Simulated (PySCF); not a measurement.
A structure optimised at ωB97X-D3(BJ)/def2-TZVP, used in a PySCF frequency run:

```
C
Se 1 1.6827
Se 1 1.6827 2 180.00
```

Q: Write its SMILES, formula and point group.

A: [Se]=C=[Se], CSe2, D∞h

Q: What are its rotational constants (standard atomic weights)?

A: 1.1300 GHz (linear rotor, B only)
